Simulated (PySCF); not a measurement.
## Tc: ionisation energy

Tc [Kr] 4d5 5s2 (6S) → Tc⁺ [Kr] 4d5 5s1 (7S), as a difference of total energies. All numbers are calculated (PySCF 2.14, scalar relativity through the core potential, in def2-TZVP with the def2 core potential (28 electrons) (6s4p3d1f, 40 functions)). Correlated levels: valence: 4s2 4p6 frozen. The calculations carry no spin-orbit coupling.

```csv
method,ionisation energy (eV)
UHF,5.542
M06-L,7.406
MN15,7.138
MP2 (valence),6.482
SCS-MP2 (valence),6.693
```

**Question.** How much does correlation contribute at MP2 (valence)?

**Answer.** 6.482 − (5.542) = 0.940 eV, measured against UHF.

Errors of the correlated levels include the incompleteness of this basis and the frozen core.

MP2 underrates the near-degeneracy of ns² with np² in the lower species.

For comparison: 7.119 eV (measured; NIST Atomic Spectra Database, ionization energies).
